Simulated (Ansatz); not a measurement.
The same path of AlF3 + H3P (8 atoms, charge 0, multiplicity 1) was run twice with different band settings. Lost on the way: P5–H8. Made: Al1–P5, F2–H8.

The calculation used RKS PBE0/cc-pVDZ in Ansatz.

Relaxed end points:

```xyz
8
Properties=species:S:1:pos:R:3
Al 0.060 -0.192 0.146
F -0.093 0.532 1.660
F 1.564 -0.169 -0.612
F -1.321 -0.372 -0.803
P 0.206 -2.928 1.056
H -0.777 -2.510 0.096
H 1.320 -2.339 0.369
H 0.000 -1.820 1.948
```

```xyz
8
Properties=species:S:1:pos:R:3
Al 0.104 -0.545 -0.061
F -0.096 0.182 1.861
F 1.529 0.256 -0.485
F -1.369 0.003 -0.682
P 0.197 -2.705 0.831
H -0.696 -3.285 -0.121
H 1.406 -3.081 0.167
H -0.119 -0.624 2.352
```

Common settings: spring 5.0 eV/Å²; optimiser quadratic models (default); start path through a guess of the saddle point; force threshold 0.05 eV/Å; iteration limit 60; end points relaxed.

| run | movable images | climbing image |
| --- | --- | --- |
| 1 | 7 | yes |
| 2 | 6 | no |

**Question.** What does each run give, and how far can it be trusted?

**Answer.** Run 1: converged after 9 iterations, highest image 0.925 eV above the first end. A vibrational analysis at the climbing image gives one clearly imaginary mode, 811i cm⁻¹: a first-order saddle point.
Run 2: converged after 11 iterations, highest image 0.925 eV above the first end. No image climbed, so the highest image needn't sit at the top of the path.
The orbitals stay closed-shell, which can raise the energy where a bond breaks towards radicals; this wasn't checked here.
